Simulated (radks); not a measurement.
Task: Hg X, 71 electrons, occupied as [Xe] 4f14 5d3 (the NIST ground configuration). Method: scalar-relativistic Kohn-Sham, PBEsol, spin-polarised, spherical densities, finite nucleus; open shells are filled with parallel spins first (spin-orbit coupling, left out, can overturn this in heavy ions); Fermi nuclear charge, rms radius 5.4648 fm; computed with a radial shooting solver on a logarithmic mesh with Libxc functionals. Some entries of the table are withheld. Estimate them.

| orbital | occ. | eigenvalue (hartree) | r(max) (bohr) |
|---|---|---|---|
| 1s up | 1 | -3059.751 | 0.01023 |
| 1s down | 1 | -3059.751 | 0.01023 |
| 2s up | 1 | -546.9998 | 0.05917 |
| 2s down | 1 | -546.9860 | 0.05917 |
| 2p up | 3 | -472.7062 | 0.04907 |
| 2p down | 3 | -472.6948 | 0.04907 |
| 3s up | 1 | -134.0509 | 0.1668 |
| 3s down | 1 | -134.0449 | 0.1668 |
| 3p up | 3 | -112.5742 | 0.1664 |
| 3p down | 3 | -112.5676 | 0.1664 |
| 3d up | 5 | -89.92972 | 0.1355 |
| 3d down | 5 | -89.91936 | 0.1355 |
| 4s up | 1 | -33.77980 | 0.3757 |
| 4s down | 1 | -33.76634 | 0.3757 |
| 4p up | 3 | -26.72962 | 0.3957 |
| 4p down | 3 | -26.71661 | 0.3957 |
| 4d up | 5 | -18.35342 | 0.4025 |
| 4d down | 5 | -18.33795 | 0.4025 |
| 5s up | 1 | (1) | 0.8205 |
| 5s down | 1 | (2) | 0.8177 |
| 4f up | 7 | -9.05592 | 0.3656 |
| 4f down | 7 | -9.03480 | 0.3655 |
| 5p up | 3 | -7.71242 | 0.9098 |
| 5p down | 3 | -7.60077 | 0.9059 |
| 5d up | 3 | -5.30358 | 1.064 |
| 5d down | 0 | -5.17776 | 1.060 |

Result: 
(1) 5s up eigenvalue (hartree): -9.71871
(2) 5s down eigenvalue (hartree): -9.62561
